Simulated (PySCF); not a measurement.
## Static response to an electric field

C8H6.
Geometry (GFN2-xTB, Å), atoms numbered from 1 in this order:
```
atom  x, y, z in Å
C1     2.932    1.075   -0.219
C2     2.102    0.235   -0.446
C3     1.161   -0.770   -0.732
C4    -0.117   -0.713   -0.355
C5    -1.299   -1.571   -0.496
C6    -2.089   -0.708    0.184
C7    -0.984    0.244    0.397
C8    -0.817    1.415    0.984
H9     3.646    1.816   -0.015
H10    1.530   -1.622   -1.292
H11   -1.453   -2.524   -0.967
H12   -3.124   -0.700    0.470
H13    0.142    1.904    0.986
H14   -1.631    1.919    1.478
```

Level: CAM-B3LYP/def2-SVPD (PySCF), static field, nuclei fixed, core orbitals frozen in the response. The polarisability tensor in these axes (au):

```
x   131.14  18.45 -11.22
y    18.45  97.26  18.69
z   -11.22  18.69  66.42
```

Task: What are the eigenvalues, a third of the trace, and Δα (Δα² = ½Σ(αi − αj)² over the three pairs)?

Result: Principal values 53.30, 102.16 and 139.37 au; mean 98.27 au = 14.56 Å³ = 16.20 × 10⁻⁴⁰ C²·m²/J; Δα = 74.77 au (76 % of the mean).

Task: What is the dipole moment, and where does it point?

Result: (-1.20, -0.57, 0.02) D, 1.33 D in size, pointing from the negative to the positive side. Measured along this direction, the outermost atoms are H9 at the negative end and H12 at the positive end.

Task: Give the principal axes and the span of the nuclei along them.

Result: Largest value along (0.92, 0.38, -0.04), where the nuclei span 7.23 Å; middle along (-0.31, 0.80, 0.52), 5.24 Å; least along (0.23, -0.46, 0.86), 0.00 Å. The response follows the extents in order.

Task: Orientational against electronic polarisability at 500 K (dilute gas, rigid molecules)?

Result: In Gaussian units μ²/3kT = 8.58 Å³ against 14.56 Å³, a ratio of 0.59; the Debye molar polarisation (4π/3)N_A(α + μ²/3kT) is 58.4 cm³/mol, leaving out the vibrational part.

Task: Form Σ f/ω² (atomic units) for the 8 lowest TDDFT singlets, given as eV and f, and set it beside the mean polarisability, which is this sum over all singlets: 4.65, 0.1842; 4.93, 0.0458; 5.29, 0.3281; 5.38, 0.0000; 5.94, 0.0001; 6.36, 0.4736; 6.56, 0.0045; 6.90, 0.0001.

Result: They add up to 25.14 au, 25.6 % of the 98.27 au; the largest single term is 8.69 au, from the state at 5.29 eV. Terms in order: 6.31, 1.40, 8.69, 0.00, 0.00, 8.67, 0.08, 0.00 au. Higher excitations give the rest. The strengths listed sum to 1.036.

Geometry: GFN2-xTB; no solvent, vibrations or thermal averaging.
